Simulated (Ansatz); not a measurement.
Reaction (isomerisation): `C=[CH][Al]([CH3])[OH]` → `C[C]1(C)[O][AlH]1`

Isolated molecules relaxed with PBE0-D4/def2-TZVP in Ansatz; ΔE leaves out vibrations. CBS: MP2 limit from def2 TZ/QZ plus the TZ coupled-cluster correction, frozen cores. DFT in def2-TZVPP. B3LYP here is the variant with VWN-RPA as its local correlation; programs differ in this. One conformer a species, not always the lowest.

`C=[CH][Al]([CH3])[OH]`:

Cartesian coordinates in Å:
```
C 1.490 -1.400 0.518
C 0.177 -1.301 0.740
Al -0.812 0.220 0.042
C 0.060 1.629 -0.973
O -2.489 0.364 0.296
H 2.036 -0.647 -0.048
H 2.094 -2.230 0.882
H -0.278 -2.106 1.317
H 0.893 2.073 -0.418
H -0.641 2.429 -1.222
H 0.476 1.248 -1.911
H -3.008 -0.278 0.776
```

`C[C]1(C)[O][AlH]1`:

```xyz
12

C    -1.333   -0.112    0.494
C     0.064    0.136   -0.006
C     0.776   -1.136   -0.378
O     0.076    1.115   -1.128
Al    0.948    1.814    0.164
H    -1.318   -0.723    1.400
H    -1.911   -0.651   -0.270
H    -1.866    0.815    0.718
H     0.880   -1.790    0.492
H     1.772   -0.951   -0.785
H     0.199   -1.675   -1.141
H     1.716    3.159    0.440
```

```tsv
level	ΔE (kJ/mol)	difference from CCSD(T)/CBS
PBE0-D4	186.3	-17.6
r2SCANh-D4	193.5	-10.4
PBE-QIDH	192.7	-11.2
r2SCAN	191.0	-12.9
B3LYP	208.5	4.6
RPA@PBE/def2-TZVPP	191.7	-12.2
HF/def2-TZVPP	240.3	36.4
SCS-MP2/def2-TZVPP	202.2	-1.7
HF/def2-QZVPP	240.0	36.1
HF/CBS(def2)	239.9	36.0
CCSD(T)/CBS	203.9	0
```

Largest T1 diagnostic among the species: 0.015.

From PBE to PBE0 (25 % exact exchange), in def2-TZVPP and without D4, ΔE moves by +9.2 kJ/mol. The D4 term adds −4.0 kJ/mol with B3LYP and −1.7 kJ/mol with PBE0; it sums over pairs of atoms, weighted by their polarisabilities, and B3LYP, whose exchange is more repulsive, gets the larger term.

CCSD(T)/CBS has its own doubt, a few kJ/mol and more with outer-core shells, so smaller differences from it don't rank the levels.
